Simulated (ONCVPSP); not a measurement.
Pseudopotential generation for V: ONCV, PBE, scalar-relativistic.

Input for ONCVPSP 4.0.1:

```
# ATOM AND REFERENCE CONFIGURATION
# atsym  z   nc   nv     iexc    psfile
  V 23.00    3    5        4      upf
#
#   n    l    f
    1    0    2.00
    2    0    2.00
    2    1    6.00
    3    0    2.00
    3    1    6.00
    3    2    3.00
    4    0    1.75
    4    1    0.25
#
# PSEUDOPOTENTIAL AND OPTIMIZATION
# lmax
    3
#
#   l,   rc,      ep,       ncon, nbas, qcut
    0    1.80    0.00    4    7    8.70
    1    1.70    0.00    4    8    7.10
    2    1.60    0.00    5   10   10.00
    3    1.85    0.19    3    6    6.10
#
# LOCAL POTENTIAL
# lloc, lpopt,  rc(5),   dvloc0
    2    5    1.60    0.00
#
# VANDERBILT-KLEINMAN-BYLANDER PROJECTORs
# l, nproj, debl
    0    2    1.60
    1    2    3.80
    2    0    1.20
    3    3    2.90
#
# MODEL CORE CHARGE
# icmod, fcfact, rcfact
    3    3.75    1.25
#
# LOG DERIVATIVE ANALYSIS
# epsh1, epsh2, depsh
   -4.00    5.00    0.02
#
# OUTPUT GRID
# rlmax, drl
    6.00    0.01
#
# TEST CONFIGURATIONS
# ncnf
    4
# nvcnf
#   n    l    f
    5
    3    0    2.00
    3    1    6.00
    3    2    3.00
    4    0    2.00
    4    1    0.00
#
    5
    3    0    2.00
    3    1    6.00
    3    2    3.00
    4    0    1.00
    4    1    0.00
#
    5
    3    0    2.00
    3    1    6.00
    3    2    3.00
    4    0    0.00
    4    1    0.00
#
    5
    3    0    2.00
    3    1    6.00
    3    2    2.00
    4    0    2.00
    4    1    0.00
#
```

Command:

```bash
oncvpsp.x < V.dat > V.out
```

Output (shortened: citation, most of the input echo, consistency checks and plot data are left out):

```
ONCVPSP  (Optimized Norm-Conservinng Vanderbilt PSeudopotential)
scalar-relativistic version 4.0.1

#   n    l    f        energy (Ha)
    1    0    2.00    -1.9716193E+02
    2    0    2.00    -2.2159788E+01
    2    1    6.00    -1.8503935E+01
    3    0    2.00    -2.5948022E+00
    3    1    6.00    -1.6322072E+00
    3    2    3.00    -2.0272245E-01
    4    0    1.75    -1.8108520E-01
    4    1    0.25    -5.9730037E-02

Reference configufation results
  iterations    28
  all-electron total energy (Ha)   -9.48975083D+02

Begin loop to  construct optimized pseudo wave functions
and semi-local pseudopoentials for all angular momenta

Calculating optimized projector #   1

 for l=   0

    Fraction of norm inside rc  0.977461
    Optimizing pswf for qcut=   8.70 a_B^-1,  ecut=  37.83 Ha
    Residual kinetic energy error=  1.70D-08 Ha

    Energy error per electron        Cutoff
         Ha          eV             Ha
         0.01000     0.27211        7.28
         0.00100     0.02721       18.74
         0.00010     0.00272       24.30
         0.00001     0.00027       28.69

Calculating optimized projector #   2

 for l=   0

    Fraction of norm inside rc  0.076384
    Optimizing pswf for qcut=   8.70 a_B^-1,  ecut=  37.83 Ha
    Residual kinetic energy error=  1.30D-08 Ha

    Energy error per electron        Cutoff
         Ha          eV             Ha
         0.01000     0.27211        4.95
         0.00100     0.02721       15.49
         0.00010     0.00272       22.69
         0.00001     0.00027       27.97

Calculating optimized projector #   1

 for l=   1

    Fraction of norm inside rc  0.934441
    Optimizing pswf for qcut=   7.10 a_B^-1,  ecut=  25.19 Ha
    Residual kinetic energy error=  2.09D-05 Ha

    Energy error per electron        Cutoff
         Ha          eV             Ha
         0.01000     0.27211       15.79
         0.00100     0.02721       19.81
         0.00010     0.00272       22.95
         0.00001     0.00027       33.13

Calculating optimized projector #   2

 for l=   1

    Fraction of norm inside rc  0.022348
    Optimizing pswf for qcut=   7.10 a_B^-1,  ecut=  25.19 Ha
    Residual kinetic energy error=  2.54D-06 Ha

    Energy error per electron        Cutoff
         Ha          eV             Ha
         0.01000     0.27211        9.89
         0.00100     0.02721       15.30
         0.00010     0.00272       19.76
         0.00001     0.00027       23.22

Calculating optimized projector #   1

 for l=   2

    Fraction of norm inside rc  0.677464
    Optimizing pswf for qcut=  10.01 a_B^-1,  ecut=  50.13 Ha
    Residual kinetic energy error=  5.30D-06 Ha

    Energy error per electron        Cutoff
         Ha          eV             Ha
         0.01000     0.27211       32.04
         0.00100     0.02721       38.84
         0.00010     0.00272       44.12
         0.00001     0.00027       48.88

   Wellstate for l =  3  n =  4
     eigenvalue =   0.1900
     asymptotic potential =   0.6900
     half-point radius = 13.1185

   Wellstate for l =  3  n =  5
     eigenvalue =   3.0900
     asymptotic potential =   3.5900
     half-point radius =  2.9901

   Wellstate for l =  3  n =  7
     eigenvalue =   5.9900
     asymptotic potential =   6.4900
     half-point radius =  3.5549

Calculating optimized projector #   1

 for l=   3

    Fraction of norm inside rc  0.000488
    Optimizing pswf for qcut=   6.10 a_B^-1,  ecut=  18.60 Ha
    Residual kinetic energy error=  5.53D-08 Ha

    Energy error per electron        Cutoff
         Ha          eV             Ha
         0.01000     0.27211        0.55
         0.00100     0.02721        1.31
         0.00010     0.00272        3.78
         0.00001     0.00027        8.81

Calculating optimized projector #   2

 for l=   3

    Fraction of norm inside rc  0.341822
    Optimizing pswf for qcut=   6.10 a_B^-1,  ecut=  18.60 Ha
    Residual kinetic energy error=  3.51D-03 Ha

    Energy error per electron        Cutoff
         Ha          eV             Ha
         0.01000     0.27211       16.35
         0.00100     0.02721       21.86
         0.00010     0.00272       53.71
         0.00001     0.00027       66.06

Calculating optimized projector #   3

 for l=   3

    Fraction of norm inside rc  0.127818
    Optimizing pswf for qcut=   6.10 a_B^-1,  ecut=  18.60 Ha
    Residual kinetic energy error=  2.44D-02 Ha

    Energy error per electron        Cutoff
         Ha          eV             Ha
         0.01000     0.27211       20.75
         0.00100     0.02721       28.25
         0.00010     0.00272       55.72
         0.00001     0.00027       98.82

Construct Vanderbilt / Kleinmman-Bylander projectors

B matrix Hermiticity error, ll=   0
   1   2    1.6875E-04

  Orthonormal projector coefficients -6.5738E+01  7.2583E+00

B matrix Hermiticity error, ll=   1
   1   2    6.8189E-05

  Orthonormal projector coefficients  5.1471E+00 -1.8183E+00

B matrix Hermiticity error, ll=   3
   1   2    5.0922E-06
   1   3    2.6454E-06
   2   3   -1.3584E-04

  Orthonormal projector coefficients  6.0346E+00 -4.3151E+00 -1.1748E+00

Model core correction analysis
  based on d2Exc/dn_idn_j

d2excae - all-electron derivatives

   -4.225587D-02   -3.874960D-02   -2.601512D-02   -2.212271D-03
   -9.542762D-04
   -3.874997D-02   -3.675621D-02   -2.591711D-02   -2.689346D-03
   -1.031675D-03
   -2.601570D-02   -2.591744D-02   -2.373753D-02   -8.919591D-03
   -4.184187D-03
   -2.211920D-03   -2.688724D-03   -8.917149D-03   -3.036811D-02
   -2.417939D-02
   -9.542496D-04   -1.031525D-03   -4.181405D-03   -2.416916D-02
   -2.933247D-02

d2excps - pseudofunction derivatives with no core correction

   -4.962697D-02   -3.956777D-02   -2.722570D-02   -2.919051D-03
   -1.077114D-03
   -3.956878D-02   -3.814524D-02   -2.833850D-02   -2.733134D-03
   -1.090810D-03
   -2.722595D-02   -2.833884D-02   -2.525686D-02   -8.910730D-03
   -4.248059D-03
   -2.919406D-03   -2.732515D-03   -8.908292D-03   -3.041618D-02
   -2.418403D-02
   -1.077136D-03   -1.090665D-03   -4.245281D-03   -2.417379D-02
   -2.933555D-02

rms 2nd derivative error    1.739184E-03

rmatch, rhocmatch    0.5003   21.0071

Teter function model core charge with specified parameters

d2excps - pseudofunction derivatives with core correction

   -4.074492D-02   -3.741354D-02   -2.662194D-02   -2.254970D-03
   -9.797569D-04
   -3.741354D-02   -3.725440D-02   -2.808623D-02   -2.566626D-03
   -1.047134D-03
   -2.662224D-02   -2.808658D-02   -2.522804D-02   -8.858331D-03
   -4.232666D-03
   -2.254610D-03   -2.565998D-03   -8.855892D-03   -3.036711D-02
   -2.417683D-02
   -9.797245D-04   -1.046988D-03   -4.229890D-03   -2.416660D-02
   -2.933360D-02

rms 2nd derivative error    8.606507E-04

Pseudoatom total energy  -71.350408

Diagnostic tests using Vanderbilt-Kleinman-Bylander pseudopotentials
  1 or more projectors used as specified by nproj input data

   l    rcore       rmatch      e in        delta e   norm test  slope test

   0   1.8105797   1.8655528  -2.5948022   0.0000022   1.0000868   1.0000701
   0   1.8105797   1.8655528  -0.1810852   0.0000014   1.0000208   1.0000164

   1   1.7054455   1.7572265  -1.6322072  -0.0000016   1.0001343   1.0001355
   1   1.7054455   1.7572265  -0.0597300   0.0000016   1.0000326   1.0000290

   2   1.6064161   1.6551903  -0.2027225  -0.0000007   0.9999990   1.0000041

   3   1.8544263   1.9107307   0.1900000  -0.0000428   1.0000304   1.0000304
   3   1.8544263   1.9107307   3.0900000   0.0000446   1.0001275   1.0001275
   3   1.8544263   1.9107307   5.9900000  -0.0000845   1.0002589   1.0002589

 Testing for bound ghosts
   n   l    E NL Schr. Eq   E Basis Diag.   E Cutoff

       0                      -61.633947     58.21  WARNING - GHOST(-)
   1   0       -2.594800       -2.594786     58.21
   2   0       -0.181084       -0.139224     58.21

   2   1       -1.632209       -1.632201    104.56
   3   1       -0.059728        0.069835    104.56

 Testing for highly-localized positive-energy ghosts
       l    <radius>/rc     E Basis Diag.   E Cutoff

Test configuration 0

   n   l     f        eae           eps        diff
   1   0  2.0000 -197.16192997
   2   0  2.0000  -22.15978818
   2   1  6.0000  -18.50393527
   3   0  2.0000   -2.59480223   -2.59480003    2.19D-06
   3   1  6.0000   -1.63220721   -1.63220883   -1.61D-06
   3   2  3.0000   -0.20272245   -0.20272318   -7.27D-07
   4   0  1.7500   -0.18108520   -0.18108379    1.41D-06
   4   1  0.2500   -0.05973004   -0.05972841    1.63D-06

    Total energies and differences
      AE_ref= -9.48975083D+02  AE_tst= -9.48975083D+02  dif=  0.00D+00
      PS_ref= -7.13504085D+01  PS_tst= -7.13504085D+01  dif=  7.11D-14
      PSP excitation error= -7.11D-14

Test configuration 1

   n   l     f        eae           eps        diff
   1   0  2.0000 -197.14807409
   2   0  2.0000  -22.14661950
   2   1  6.0000  -18.49072643
   3   0  2.0000   -2.58110520   -2.58099091    1.14D-04
   3   1  6.0000   -1.61848644   -1.61842783    5.86D-05
   3   2  3.0000   -0.18979533   -0.18976510    3.02D-05
   4   0  2.0000   -0.17280409   -0.17280378    3.04D-07

    Total energies and differences
      AE_ref= -9.48975083D+02  AE_tst= -9.49005210D+02  dif= -3.01D-02
      PS_ref= -7.13504085D+01  PS_tst= -7.13805373D+01  dif= -3.01D-02
      PSP excitation error=  2.65D-06

Test configuration 2

   n   l     f        eae           eps        diff
   1   0  2.0000 -197.43076835
   2   0  2.0000  -22.42319692
   2   1  6.0000  -18.76782757
   3   0  2.0000   -2.86038284   -2.86076802   -3.85D-04
   3   1  6.0000   -1.89813177   -1.89836454   -2.33D-04
   3   2  3.0000   -0.46424935   -0.46444663   -1.97D-04
   4   0  1.0000   -0.40059060   -0.40058301    7.59D-06

    Total energies and differences
      AE_ref= -9.48975083D+02  AE_tst= -9.48720952D+02  dif=  2.54D-01
      PS_ref= -7.13504085D+01  PS_tst= -7.10962600D+01  dif=  2.54D-01
      PSP excitation error= -1.76D-05

Test configuration 3

   n   l     f        eae           eps        diff
   1   0  2.0000 -197.76674271
   2   0  2.0000  -22.75059963
   2   1  6.0000  -19.09595418
   3   0  2.0000   -3.18898994   -3.19050276   -1.51D-03
   3   1  6.0000   -2.22640120   -2.22727875   -8.78D-04
   3   2  3.0000   -0.78337509   -0.78405305   -6.78D-04

    Total energies and differences
      AE_ref= -9.48975083D+02  AE_tst= -9.48195594D+02  dif=  7.79D-01
      PS_ref= -7.13504085D+01  PS_tst= -7.05708509D+01  dif=  7.80D-01
      PSP excitation error= -6.79D-05

Test configuration 4

   n   l     f        eae           eps        diff
   1   0  2.0000 -197.65461800
   2   0  2.0000  -22.68163441
   2   1  6.0000  -19.02325296
   3   0  2.0000   -3.07600656   -3.07743639   -1.43D-03
   3   1  6.0000   -2.10470437   -2.10452086    1.84D-04
   3   2  2.0000   -0.63975555   -0.63816931    1.59D-03
   4   0  2.0000   -0.45974788   -0.45993403   -1.86D-04

    Total energies and differences
      AE_ref= -9.48975083D+02  AE_tst= -9.48601902D+02  dif=  3.73D-01
      PS_ref= -7.13504085D+01  PS_tst= -7.09777233D+01  dif=  3.73D-01
      PSP excitation error=  4.96D-04
```

Note: ghosts flagged at negative energy: s at -1677.1 eV; no localised positive-energy state flagged. A true bound ghost makes a file unfit for plane-wave use.

The run took about 4.7 s on one core of a shared server CPU.
